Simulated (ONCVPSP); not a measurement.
# Before and after: ONCV potential for lithium

ONCVPSP 4.0.1 input, shortened (lines: element, Z, core and valence counts, functional; n l f; lmax; l rc ep ncon nbas qcut; lloc lpopt rc5 dvloc0; l nproj debl; icmod fcfact rcfact), PBE, scalar-relativistic:

```
  Li 3.00    0    2        4      upf
    1    0    2.00
    2    0    1.00
    2
    0    1.30    0.00    5   10    9.40
    1    1.30    0.24    3    8    7.40
    2    1.25    0.31    4    8    8.90
    4    5    0.85    0.00
    0    2    1.20
    1    2    0.40
    2    2    1.90
    0    0.00    0.00
```

Change: s: rc 1.52.

Cutoffs: the cutoffs (Ha) at which the residual kinetic energy of the hardest occupied pseudo-wave falls to 1 and 0.1 mHa per electron; they do not see the model core or the augmentation charge, which bear on the density cutoff. Errors are all-electron minus pseudo energies relative to the spin-unpolarised reference configuration.

Task: What does the change do?

Result: The potential gets softer (33 Ha and 39 Ha → 29 Ha and 34 Ha); of the 4 tests that both files solve, the error grows in 1 and shrinks in 0 by more than 15 % and 0.3 meV (median size 0.4 → 0.5 meV); neither file shows a bound ghost. A larger radius leaves more room for a smooth pseudo-wave, so fewer plane waves are needed.

| quantity | base | changed |
| --- | --- | --- |
| cutoff, loose | 33 Ha | 29 Ha |
| cutoff, tight | 39 Ha | 34 Ha |
| bound ghosts | none | none |
| GHOST(+) flags under 300 eV | none | none |
| error for 1s2 2s0, meV [ΔE 5.30 eV] | +0.4 | +0.4 |
| error for 1s2 2s0.5, meV [ΔE 2.05 eV] | +0.1 | +0.1 |
| error for 1s2 2s0 2p1, meV [ΔE 1.79 eV] | +0.5 | +0.6 |
| error for 1s1 2s1, meV [ΔE 68.41 eV] | +1148 | +1540 |
| p: phases at 1.32 bohr within 0.05 rad from the reference energy up to (Ha; the scan ends near 5) | to the end of the scan | to the end of the scan |
| d: phases at 1.27 bohr within 0.05 rad from the reference energy up to (Ha; the scan ends near 5) | to the end of the scan | to the end of the scan |
